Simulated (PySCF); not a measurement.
Job for PySCF: R-M06-2X/def2-TZVPP on CH4SeTe (SMILES C[Te][SeH]), a point of a torsion scan. Elements past Kr take the def2 small-core potentials; no spin–orbit coupling.

```python
from pyscf import gto, dft

mol = gto.M(
    atom='''
    C    -0.98525313   -0.20854012    0.06111423
    Te    0.02916647    1.70488712    0.06466305
    Se    2.32677300    0.73222588   -0.01236141
    H    -0.66822417   -0.79974726   -0.78831351
    H    -2.04607730   -0.01206395   -0.00977389
    H    -0.77629253   -0.74422736    0.97851077
    H     2.28074064   -0.02376706    1.22077271
    ''',
    basis='def2-tzvpp',
    ecp={'Te': 'def2-tzvpp'},
    charge=0, spin=0, verbose=4, max_memory=1800)
mf = dft.RKS(mol, xc='m062x').density_fit(auxbasis='def2-universal-jkfit')
mf.grids.level = 4
mf.conv_tol = 1e-9
mf.max_cycle = 150
mf.kernel()
mf.dip_moment()
```

It printed:

```
PySCF version 2.14.0

[INPUT] verbose = 4
[INPUT] num. atoms = 7
[INPUT] num. electrons = 68
[INPUT] charge = 0
[INPUT] spin (= nelec alpha-beta = 2S) = 0
[INPUT] symmetry False subgroup None
[INPUT] Mole.unit = angstrom
[INPUT] Symbol           X                Y                Z      unit          X                Y                Z       unit  Magmom
[INPUT]  1 C     -0.985253130000  -0.208540120000   0.061114230000 AA   -1.861858579070  -0.394083712784   0.115489157014 Bohr   0.0
[INPUT]  2 Te     0.029166470000   1.704887120000   0.064663050000 AA    0.055116640320   3.221769730098   0.122195454879 Bohr   0.0
[INPUT]  3 Se     2.326773000000   0.732225880000  -0.012361410000 AA    4.396963724033   1.383706374519  -0.023359679413 Bohr   0.0
[INPUT]  4 H     -0.668224170000  -0.799747260000  -0.788313510000 AA   -1.262760671115  -1.511303290271  -1.489696634195 Bohr   0.0
[INPUT]  5 H     -2.046077300000  -0.012063950000  -0.009773890000 AA   -3.866525726690  -0.022797561480  -0.018469975272 Bohr   0.0
[INPUT]  6 H     -0.776292530000  -0.744227360000   0.978510770000 AA   -1.466980274246  -1.406385884808   1.849117365237 Bohr   0.0
[INPUT]  7 H      2.280740640000  -0.023767060000   1.220772710000 AA    4.309975170765  -0.044913234186   2.306926082243 Bohr   0.0

nuclear repulsion = 295.43675526714
number of shells = 67
number of NR pGTOs = 305
number of NR cGTOs = 185
basis = def2-tzvpp
ecp = {'Te': 'def2-tzvpp'}


******** <class 'pyscf.df.df_jk.DFRKS'> ********
method = DFRKS
initial guess = minao
damping factor = 0
level_shift factor = 0
DIIS = <class 'pyscf.scf.diis.CDIIS'>
diis_start_cycle = 1
diis_space = 8
diis_damp = 0
SCF conv_tol = 1e-09
SCF conv_tol_grad = None
SCF max_cycles = 150
direct_scf = False
XC library pyscf.dft.libxc version 7.1.2
    S. Lehtola, C. Steigemann, M. J. T. Oliveira, and M. A. L. Marques,  SoftwareX 7, 1–5 (2018)
XC functionals = m062x
    Y. Zhao and D. G. Truhlar,  Theor. Chem. Acc. 120, 215 (2008)
    Y. Zhao and D. G. Truhlar,  Theor. Chem. Acc. 120, 215 (2008)
radial grids:
    Treutler-Ahlrichs [JCP 102, 346 (1995); DOI:10.1063/1.469408] (M4) radial grids

becke partition: Becke, JCP 88, 2547 (1988); DOI:10.1063/1.454033
pruning grids: <function nwchem_prune>
grids dens level: 4
symmetrized grids: False
atomic radii adjust function: <function treutler_atomic_radii_adjust>
small_rho_cutoff = 0
Set gradient conv threshold to 3.16228e-05
Initial guess from minao.
tot grids = 153216
******** <class 'pyscf.df.df.DF'> ********
auxbasis = def2-universal-jkfit
init E= -2667.38414255902
  HOMO = -0.579547705654399  LUMO = -0.534099347629993  gap/eV = 1.23671
cycle= 1 E= -2707.94323084495  delta_E= -40.6  |g|= 3.21  |ddm|= 28.2
  HOMO = -0.0014399635084269  LUMO = 0.0491013076410126  gap/eV = 1.37530
cycle= 2 E= -2705.0462321121  delta_E=  2.9  |g|=  4.1  |ddm|= 13.5
  HOMO = -0.198850085371231  LUMO = -0.0591498197992619  gap/eV = 3.80144
cycle= 3 E= -2709.7250983589  delta_E= -4.68  |g|= 0.868  |ddm|= 11.3
  HOMO = -0.209596970906346  LUMO = -0.061874855630663  gap/eV = 4.01972
cycle= 4 E= -2709.96146773276  delta_E= -0.236  |g|= 0.559  |ddm|= 1.68
  HOMO = -0.241009040183721  LUMO = -0.0261560143036182  gap/eV = 5.84645
cycle= 5 E= -2710.03030279716  delta_E= -0.0688  |g|= 0.156  |ddm|= 0.52
  HOMO = -0.260882144009092  LUMO = -0.0317353133653705  gap/eV = 6.23540
cycle= 6 E= -2710.03757573424  delta_E= -0.00727  |g|= 0.0434  |ddm|= 0.185
  HOMO = -0.264106364945224  LUMO = -0.0302715414807415  gap/eV = 6.36297
cycle= 7 E= -2710.03812887368  delta_E= -0.000553  |g|= 0.0224  |ddm|= 0.078
  HOMO = -0.263047685978703  LUMO = -0.0290904730222307  gap/eV = 6.36630
cycle= 8 E= -2710.0382377797  delta_E= -0.000109  |g|= 0.00487  |ddm|= 0.0204
  HOMO = -0.262854202535335  LUMO = -0.0287924115342952  gap/eV = 6.36915
cycle= 9 E= -2710.03824535858  delta_E= -7.58e-06  |g|= 0.0016  |ddm|= 0.00687
  HOMO = -0.262817569458621  LUMO = -0.0287719612906602  gap/eV = 6.36871
cycle= 10 E= -2710.03824638524  delta_E= -1.03e-06  |g|= 0.000646  |ddm|= 0.00273
  HOMO = -0.262828212414715  LUMO = -0.0287727827194991  gap/eV = 6.36897
cycle= 11 E= -2710.03824664096  delta_E= -2.56e-07  |g|= 0.000168  |ddm|= 0.00161
  HOMO = -0.262830001990321  LUMO = -0.0287731612968643  gap/eV = 6.36901
cycle= 12 E= -2710.03824667941  delta_E= -3.85e-08  |g|= 7.11e-05  |ddm|= 0.000705
  HOMO = -0.262825908833028  LUMO = -0.0287705692756086  gap/eV = 6.36897
cycle= 13 E= -2710.03824668573  delta_E= -6.32e-09  |g|= 2.68e-05  |ddm|= 0.000314
  HOMO = -0.26282718118265  LUMO = -0.028772458995237  gap/eV = 6.36895
cycle= 14 E= -2710.03824668642  delta_E= -6.91e-10  |g|= 1.24e-05  |ddm|= 0.000107
  HOMO = -0.262826223162648  LUMO = -0.0287718791163819  gap/eV = 6.36894
Extra cycle  E= -2710.03824668648  delta_E= -5.78e-11  |g|= 8.53e-06  |ddm|= 2.8e-05
converged SCF energy = -2710.03824668648
Dipole moment(X, Y, Z, Debye): -1.36753, -0.91175,  0.49825
```

The run converged.

Cost: roughly 40 core-seconds.
